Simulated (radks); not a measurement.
Gd, configuration [Kr] 4d10 4f7 5s2 5p5 5d1 6s2 5f1 (not the ground configuration).

All-electron calculation, scalar-relativistic Kohn-Sham, PBE, spin-polarised, spherical densities, point nucleus; open shells are filled with parallel spins first (spin-orbit coupling, left out, can overturn this in heavy ions). Program: a radial shooting solver on a logarithmic mesh with Libxc functionals.

Energy parts (hartree):
total: -11270.4049
kinetic: 12103.3045
electron-nucleus: -27473.6013
Hartree: 4348.5248
exchange-correlation: -248.6329

Orbitals (lengths in bohr, moments of r in powers of bohr):
orbital,occ.,eigenvalue (hartree),<1/r>
1s up,1,-1841.661,71.67
1s down,1,-1841.658,71.67
2s up,1,-304.3517,16.62
2s down,1,-304.3471,16.62
2p up,3,-270.8587,15.52
2p down,3,-270.8542,15.52
3s up,1,-67.76158,6.097
3s down,1,-67.66201,6.104
3p up,3,-57.38729,5.731
3p down,3,-57.28777,5.738
3d up,5,-43.68958,5.438
3d down,5,-43.61229,5.444
4s up,1,-14.00629,2.570
4s down,1,-13.77330,2.569
4p up,3,-10.58772,2.362
4p down,3,-10.35632,2.361
4d up,5,-5.86036,2.082
4d down,5,-5.62977,2.080
5s up,1,-2.22113,1.010
5s down,1,-2.05515,0.9940
5p up,3,-1.36850,0.8624
5p down,2,-1.22854,0.8403
4f up,7,-0.74347,1.544
4f down,0,-0.52484,1.514
5d up,1,-0.36625,0.5732
6s up,1,-0.33557,0.3721
6s down,1,-0.30474,0.3543
5d down,0,-0.28917,0.5267
5f up,1,-0.01720,0.06976

The highest occupied level is 5f up at -0.468 eV. The configuration is held as typed, so some empty levels lie below it. The density falls to 0.001 e/bohr^3 at r = 4.85 bohr. Spin moment in Bohr magnetons: 10. Summed over all electrons, <r^2> = 344.7 bohr^2, which gives a Langevin (diamagnetic) susceptibility term of -273 x 10^-6 cm^3/mol.
